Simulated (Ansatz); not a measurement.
Cd₁₀H₂₈S₁₀, 48 atoms. Hardware: 4 threads of AMD EPYC 7R13 on a shared host and a share (37 GiB) of an NVIDIA H100 80GB HBM3.

In the def2 sets Cd takes a core potential; there is no spin–orbit coupling. Single mean-field runs in def2-SVP, def2-TZVP are fitted with def2-universal-jkfit.

(1) How many basis functions does each of these Ansatz runs have, and roughly what does it cost? PBE0-D4/def2-TZVP, charge 0 singlet, energy, from earlier orbitals; PBE-D4/def2-TZVP, charge -1 doublet at the geometry of the charge 0 singlet, energy, from earlier orbitals; PBE-D4/def2-SVP, charge 0 singlet, energy, from earlier orbitals; PBE0-D4/def2-SVP, charge 0 singlet, energy, from earlier orbitals; PBE0-D4/def2-TZVP, charge 1 doublet at the geometry of the charge 0 singlet, energy; PBE-D4/def2-TZVP, charge 0 triplet at the geometry of the charge 0 singlet, energy, from earlier orbitals; r2SCAN-D4/def2-TZVP, charge 0 singlet, energy, from earlier orbitals; PBE0-D4/def2-TZVP, charge -1 doublet at the geometry of the charge 0 singlet, energy; PBE-D4/def2-TZVP, charge 1 doublet at the geometry of the charge 0 singlet, energy, from earlier orbitals; r2SCAN-D4/def2-SVP, charge 0 singlet, relaxation, 51 steps; PBE-D4/def2-TZVP, charge 0 singlet, energy and forces, from earlier orbitals; PBE0-D4/def2-TZVP, charge 0 triplet at the geometry of the charge 0 singlet, energy.

## Answers

(1) Other jobs shared the machine, so times can vary by a factor of up to 3.

| run | functions | fitting or Cholesky vectors | wall time | peak host memory (GiB) |
| --- | --- | --- | --- | --- |
| PBE-D4/def2-SVP, charge 0 singlet, energy, from earlier orbitals | 630 | 4334 | 6.5 s | 1.2 |
| PBE0-D4/def2-SVP, charge 0 singlet, energy, from earlier orbitals | 630 | 4334 | 9.5 s | 1.2 |
| PBE-D4/def2-TZVP, charge 0 singlet, energy and forces, from earlier orbitals | 938 | 4334 | 12 s | 1.4 |
| r2SCAN-D4/def2-TZVP, charge 0 singlet, energy, from earlier orbitals | 938 | 4334 | 12 s | 1.4 |
| PBE0-D4/def2-TZVP, charge 0 singlet, energy, from earlier orbitals | 938 | 4334 | 14 s | 1.2 |
| PBE-D4/def2-TZVP, charge 0 triplet at the geometry of the charge 0 singlet, energy, from earlier orbitals | 938 | 4334 | 22 s | 1.8 |
| PBE-D4/def2-TZVP, charge 1 doublet at the geometry of the charge 0 singlet, energy, from earlier orbitals | 938 | 4334 | 23 s | 1.8 |
| PBE-D4/def2-TZVP, charge -1 doublet at the geometry of the charge 0 singlet, energy, from earlier orbitals | 938 | 4334 | 25 s | 1.8 |
| PBE0-D4/def2-TZVP, charge 1 doublet at the geometry of the charge 0 singlet, energy | 938 | 4334 | 32 s | 1.9 |
| PBE0-D4/def2-TZVP, charge -1 doublet at the geometry of the charge 0 singlet, energy | 938 | 4334 | 37 s | 1.8 |
| PBE0-D4/def2-TZVP, charge 0 triplet at the geometry of the charge 0 singlet, energy | 938 | 4334 | 41 s | 1.9 |
| r2SCAN-D4/def2-SVP, charge 0 singlet, relaxation, 51 steps | 630 | 4334 | 6.7 min | 1.4 |
